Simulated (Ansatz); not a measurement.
`CCB(C)F` + `C=CC(=N)F` → `C=CB(F)CC` + `CC(=N)F`  (formal exchange of groups at a B–C bond)

Program: Ansatz. Geometries: PBE0-D4/def2-TZVP. ΔE: electronic, gas phase. CCSD(T)/CBS adds triple-zeta CCSD(T) − MP2 to the extrapolated MP2 energy (def2 sets, frozen cores). DFT in def2-TZVPP. B3LYP here is the variant with VWN-RPA as its local correlation; programs differ in this. One conformer a species, not always the lowest.

```tsv
level	ΔE (kJ/mol)	difference from CCSD(T)/CBS
PBE-D4	15.3	6.0
r2SCAN-D4	15.8	6.5
PBE0-D4	12.4	3.1
B3LYP-D4	12.2	2.9
ωB97X-V	9.3	0.0
ωB97M-V	9.7	0.4
B2PLYP	11.9	2.6
PBE	16.1	6.8
r2SCAN	16.1	6.8
PBE0	13.1	3.8
B3LYP	13.3	4.0
HF/def2-TZVPP	4.5	-4.8
MP2/def2-TZVPP	10.4	1.1
SCS-MP2/def2-TZVPP	9.1	-0.2
CCSD/def2-TZVPP	8.6	-0.7
CCSD(T)/def2-TZVPP	9.9	0.6
HF/def2-QZVPP	3.7	-5.6
MP2/def2-QZVPP	9.8	0.5
SCS-MP2/def2-QZVPP	8.5	-0.8
HF/CBS(def2)	3.6	-5.7
MP2/CBS(def2)	9.8	0.5
CCSD/CBS(def2)	8.1	-1.2
CCSD(T)/CBS	9.3	0
```

Largest T1 diagnostic among the species: 0.013.

In def2-TZVPP, CCSD(T) changes the Hartree–Fock value by +5.3 kJ/mol (the triples alone add +1.2 kJ/mol) and MP2 by +5.9 kJ/mol.
